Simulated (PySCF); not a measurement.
Circular dichroism: `[C@@H]1(F)[Si@@H](O)[SiH2][SiH2][SiH2]1`, CH₉FOSi₄

Geometry (Å), atoms numbered from 1 in this order:
```xyz
16

O     1.887    0.878    1.305
Si    1.524    0.557   -0.257
Si    1.011   -1.699   -0.187
Si   -1.284   -1.609    0.296
Si   -1.712    0.681    0.251
C    -0.171    1.398   -0.673
F    -0.403    1.175   -2.047
H     2.019    1.764    1.633
H     2.517    1.193   -1.132
H     1.307   -2.362   -1.467
H     1.816   -2.452    0.786
H    -1.658   -2.177    1.603
H    -2.135   -2.358   -0.642
H    -1.717    1.345    1.565
H    -2.885    1.188   -0.470
H    -0.123    2.488   -0.577
```

Method used: TDDFT CAM-B3LYP/def2-SVPD circular dichroism and optical rotation, one conformer, gas phase (PySCF). Geometry: GFN2-xTB.

The molecule is flexible and this is one conformer; a measurement averages over conformers.

**Question.** Assign R or S to each stereocentre.

**Answer.** Si2 S, C6 S.

**Question.** Which excitations and rotatory strengths does the calculation give?

**Answer.** Rotatory strengths R in 10⁻⁴⁰ esu² cm², velocity form and length form (origin at the centre of mass); f in length form.
```tsv
state	E (eV)	λ (nm)	f	R (velocity)	R (length)	main
1	5.52	224	0.003	-4.3	-4.5	HOMO→LUMO 0.93
2	5.76	215	0.002	-6.5	-6.6	HOMO−1→LUMO 0.89
3	6.44	193	0.005	+15.2	+14.1	HOMO−2→LUMO 0.88
4	6.64	187	0.038	+18.1	+18.9	HOMO→LUMO+1 0.76
5	6.73	184	0.030	-9.5	-8.9	HOMO−3→LUMO 0.38, HOMO−1→LUMO+1 0.27
6	6.83	182	0.025	-20.4	-20.4	HOMO−3→LUMO 0.41, HOMO−1→LUMO+1 0.34
7	6.86	181	0.221	+63.0	+60.9	HOMO→LUMO+2 0.69, HOMO−1→LUMO+1 0.12
8	7.10	175	0.014	-1.7	-2.6	HOMO−1→LUMO+2 0.27, HOMO→LUMO+3 0.26
9	7.15	173	0.016	-28.8	-27.7	HOMO→LUMO+3 0.32, HOMO−1→LUMO+2 0.19
10	7.25	171	0.009	-21.1	-20.2	HOMO−2→LUMO+1 0.38, HOMO−1→LUMO+2 0.30
11	7.36	168	0.005	-17.8	-17.4	HOMO−1→LUMO+3 0.28, HOMO−1→LUMO+4 0.20
12	7.47	166	0.063	-14.1	-13.9	HOMO→LUMO+4 0.46, HOMO−3→LUMO+1 0.17
13	7.48	166	0.024	+0.1	-0.6	HOMO−1→LUMO+3 0.19, HOMO−2→LUMO+2 0.17
14	7.54	164	0.007	+24.8	+24.7	HOMO−1→LUMO+4 0.20, HOMO−2→LUMO+2 0.19
15	7.62	163	0.024	+33.8	+32.2	HOMO−3→LUMO+1 0.36, HOMO−1→LUMO+4 0.12
16	7.65	162	0.032	+30.1	+33.8	HOMO−2→LUMO+3 0.18, HOMO−5→LUMO 0.15
```

For state 13 the two forms differ in sign, so the sign of R isn't settled.

Among the states computed, the strongest CD band (largest |R|) is state 7. The largest dissymmetry factor in size, g = 4R/(D+G), with D and G the electric and magnetic dipole strengths, is +0.043 for state 14 (velocity form, f = 0.007), among bands with |R| over 0.5. The mirror image has the same energies and oscillator strengths and all R with the opposite sign.
